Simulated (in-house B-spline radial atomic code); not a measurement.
Results of a calculation; reference values are marked as such.
## Yb+ at several levels of theory

Ground configuration [Xe] 4f14 6s1. All numbers come from an all-electron radial atomic-structure program (B-spline basis), all electrons, at the radial basis limit. Mean-field, RPA, GW and linear-response runs are scalar-relativistic (one-electron X2C), no spin-orbit coupling, without Breit or QED terms, open shells spin-polarised at highest spin; the many-body runs on Dirac-Hartree-Fock orbitals are four-component, and their energies hold both.

Without the two-electron picture change, the correlation of inner shells comes somewhat too large for so heavy an element.

RPA overbinds a lone outer s electron by self-correlation, and G0W0 tends to as well.

**Ionisation energy.** The reference is 12.179 eV (NIST, measured).

```json
{"method": "minus the highest LDA VWN5 level", "value (eV)": "9.85", "minus reference (eV)": "-2.33"}
{"method": "LDA VWN5, difference of total energies", "value (eV)": "12.64", "minus reference (eV)": "+0.46"}
{"method": "minus the highest PBE level", "value (eV)": "9.61", "minus reference (eV)": "-2.57"}
{"method": "PBE, difference of total energies", "value (eV)": "12.42", "minus reference (eV)": "+0.24"}
{"method": "G0W0 on PBE", "value (eV)": "12.66", "minus reference (eV)": "+0.48"}
{"method": "exact exchange + RPA on PBE", "value (eV)": "12.66", "minus reference (eV)": "+0.48"}
{"method": "exact exchange + RPA + SOSEX on PBE", "value (eV)": "12.03", "minus reference (eV)": "-0.15"}
{"method": "r2SCAN, difference of total energies", "value (eV)": "12.14", "minus reference (eV)": "-0.04"}
{"method": "minus the highest PBE0 level", "value (eV)": "10.13", "minus reference (eV)": "-2.05"}
{"method": "PBE0, difference of total energies", "value (eV)": "12.17", "minus reference (eV)": "-0.01"}
{"method": "G0W0 on PBE0", "value (eV)": "12.55", "minus reference (eV)": "+0.37"}
{"method": "minus the highest B3LYP (VWN-RPA) level", "value (eV)": "10.14", "minus reference (eV)": "-2.04"}
{"method": "B3LYP (VWN-RPA), difference of total energies", "value (eV)": "12.45", "minus reference (eV)": "+0.27"}
{"method": "minus the highest CAM-B3LYP level", "value (eV)": "11.22", "minus reference (eV)": "-0.96"}
{"method": "minus the highest LC-wPBE level", "value (eV)": "12.04", "minus reference (eV)": "-0.14"}
{"method": "minus the highest Hartree-Fock level", "value (eV)": "11.31", "minus reference (eV)": "-0.86"}
{"method": "Hartree-Fock, difference of total energies", "value (eV)": "11.28", "minus reference (eV)": "-0.90"}
{"method": "G0W0 on Hartree-Fock", "value (eV)": "12.24", "minus reference (eV)": "+0.07"}
{"method": "MP2, difference of total energies", "value (eV)": "12.33", "minus reference (eV)": "+0.15"}
{"method": "Brueckner orbital with screened correlation (6s1/2)", "value (eV)": "12.02", "minus reference (eV)": "-0.16"}
```

Problem. Which methods come closest, and which lies farthest off?

Solution. Closest: PBE0, difference of total energies (-0.01 eV) and r2SCAN, difference of total energies (-0.04 eV). Farthest: minus the highest PBE level (-2.57 eV). The PBE level misses by -2.6 eV while the PBE energy difference misses by +0.24 eV: the semilocal potential lacks the −1/r tail and the energy is convex in the electron number, but total energies at whole numbers are far better.

Run times on one thread of shared hosts: mean field, RPA, SOSEX and G0W0 on PBE, for the atom and its ion, 25 s (Arm Neoverse N1); Brueckner orbitals with all properties, 290 s (Intel Xeon Platinum 8375C CPU @ 2.90GHz).
